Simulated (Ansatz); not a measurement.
`C=C(S)[SiH2][SiH3]` and `C=C(S)[SiH2]Cl` differ in one atom or group.

Ansatz, PBE0-D4/def2-TZVP geometries, multiplicity 1. Each molecule was computed in one conformer, which needn't be the lowest.

```tsv
property	`C=C(S)[SiH2][SiH3]`
HOMO–LUMO gap (PBE/def2-TZVPP) / eV	4.07
HOMO–LUMO gap (B3LYP/def2-TZVPP) / eV	5.65
HOMO energy (B3LYP/def2-TZVPP) / eV	-6.47
size of the dipole moment (ωB97M-V/def2-TZVPP) / D	1.16
HOMO–LUMO gap (PBE0/def2-TZVPP) / eV	6.05
HOMO energy (PBE/def2-TZVPP) / eV	-5.62
```

Task: Give the same properties after the change, and the shifts. (An estimate is asked.)

Result: Computed: 
| property | `C=C(S)[SiH2]Cl` | shift |
| --- | --- | --- |
| HOMO–LUMO gap (PBE/def2-TZVPP) / eV | 3.95 | -0.12 |
| HOMO–LUMO gap (B3LYP/def2-TZVPP) / eV | 5.54 | -0.11 |
| HOMO energy (B3LYP/def2-TZVPP) / eV | -6.64 | -0.17 |
| size of the dipole moment (ωB97M-V/def2-TZVPP) / D | 2.23 | 1.07 |
| HOMO–LUMO gap (PBE0/def2-TZVPP) / eV | 5.94 | -0.11 |
| HOMO energy (PBE/def2-TZVPP) / eV | -5.78 | -0.16 |

With PBE0 the HOMO falls by 0.17 eV and the LUMO falls by 0.27 eV, so the gap narrows by about 0.10 eV. PBE moves the HOMO by -0.16 eV and ωB97M-V by -0.17 eV. Dipoles are sizes alone; their direction can turn.

B3LYP here is the variant with VWN-RPA as its local correlation; programs differ in this.
